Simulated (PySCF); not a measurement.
An equivalent PySCF input for Mo+ (molybdenum, charge +1), [Kr] 4d5, high-spin 6S determinant, with the spin-free X2C one-electron Hamiltonian (Gaussian nucleus):

```python
from pyscf import gto, scf, dft, mp, cc
import basis_set_exchange as bse
mol = gto.M(atom="Mo 0 0 0", charge=1, spin=5, symmetry="D2h",
            basis=gto.basis.parse(bse.get_basis("x2c-SVPall", elements=["Mo"], fmt="nwchem", header=False)),
            nucmod="G")
mf = dft.UKS(mol, xc="PBE0").sfx2c1e()
mf.irrep_nelec = {'Ag': (8, 6), 'B1g': (2, 1), 'B2g': (2, 1), 'B3g': (2, 1), 'B1u': (3, 3), 'B2u': (3, 3), 'B3u': (3, 3)}
mf.kernel()
```

It reaches the same state as the run whose output follows, with an energy that differs only through the grid. The run itself started from symmetry-adapted Hartree-Fock orbitals and held the occupation by maximum overlap, on a logarithmic radial grid, so the iterations belong to that start.

```
SCF conv_tol = 1e-09
number electrons alpha = 23  beta = 18
XC functionals = PBE0
    C. Adamo and V. Barone.,  J. Chem. Phys. 110, 6158 (1999)
    M. Ernzerhof and G. E. Scuseria.,  J. Chem. Phys. 110, 5029 (1999)
cycle= 1 E= -4047.40551905817  delta_E= -0.00377  |g|= 0.0275  |ddm|= 0.0918
cycle= 2 E= -4047.40557759813  delta_E= -5.85e-05  |g|= 0.00888  |ddm|= 0.0142
cycle= 3 E= -4047.40558526925  delta_E= -7.67e-06  |g|= 0.00181  |ddm|= 0.00542
cycle= 4 E= -4047.40558635274  delta_E= -1.08e-06  |g|= 0.000152  |ddm|= 0.00165
cycle= 5 E= -4047.40558636193  delta_E= -9.18e-09  |g|= 5.49e-06  |ddm|= 0.000206
cycle= 6 E= -4047.40558636193  delta_E= -8.64e-12  |g|= 5.2e-08  |ddm|= 7.83e-06
converged SCF energy = -4047.40558636193  <S^2> = 8.7506728  2S+1 = 6.0002243
```
